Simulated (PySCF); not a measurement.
Level of theory: PBE-D3(BJ)/def2-TZVP // B3LYP-D3(BJ)/def2-TZVP (PySCF). Gas-phase values, no solvent. Delta-SCF ions had no search for a lower state. 

Reference species (SMILES): `C=C[CH2+]` (charge +1, multiplicity 1).

```
Item                                                  Value
------------------------------------------------  ---------
adiabatic ionisation energy (no zero-point term)   17.72 eV
vertical ionisation energy (Delta-SCF)             18.80 eV
hole reorganisation energy (four-point)            2.006 eV
LUMO                                              -11.41 eV
```

Changed species: `C=[C+]C` (not the most basic site) (proton added at C1; the reference has proton added at C2).

**Question.** What does the change do to the adiabatic ionisation energy (no zero-point term), vertical ionisation energy (Delta-SCF), hole reorganisation energy (four-point) and LUMO?

**Answer.** the adiabatic ionisation energy (no zero-point term) falls by 0.55 eV, to 17.17 eV; the vertical ionisation energy (Delta-SCF) falls by 1.24 eV, to 17.56 eV; the hole reorganisation energy (four-point) falls by 1.337 eV, to 0.669 eV; the LUMO goes up by 0.92 eV, to -10.49 eV.
